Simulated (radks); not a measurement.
Valence configurations of neutral promethium (all share [Xe]). All-electron calculation, scalar-relativistic Kohn-Sham, PBEsol, spin-polarised, spherical densities, finite nucleus; open shells are filled with parallel spins first (spin-orbit coupling, left out, can overturn this in heavy ions); Fermi nuclear charge, rms radius 4.962 fm. Program: a radial shooting solver on a logarithmic mesh with Libxc functionals. Energies are relative to 4f5 6s2; eigenvalues in eV for spin up.

valence          E (eV)  moment (Bohr magnetons)   e(4f)   e(5d)   e(6p)   e(6s)
4f5 6s2           0.000                        5  -3.189       -       -  -3.641
4f5 5d0.5 6s1.5   0.624                        6  -2.522  -1.772       -  -3.589
4f7               5.810                        7  -0.343       -       -       -
4f5.5 6s1.5       0.648                        6  -0.485       -       -  -3.332
4f4 5d1 6s2       3.240                        5  -8.608  -3.229       -  -4.155
4f5.5 6s0.5 6p1   2.455                        7  -1.534       -  -1.805  -4.075
4f5 6s1 6p1       1.720                        7  -4.267       -  -2.032  -4.600

NIST lists [Xe] 4f5 6s2 as the ground configuration; this level of theory agrees among the configurations tried. The energies are those of spherical high-spin densities, not of single terms. No valid solution was reached for [Xe] 4f6 6s1; [Xe] 4f6 5d1; [Xe] 4f6 6s0.5 6p0.5.
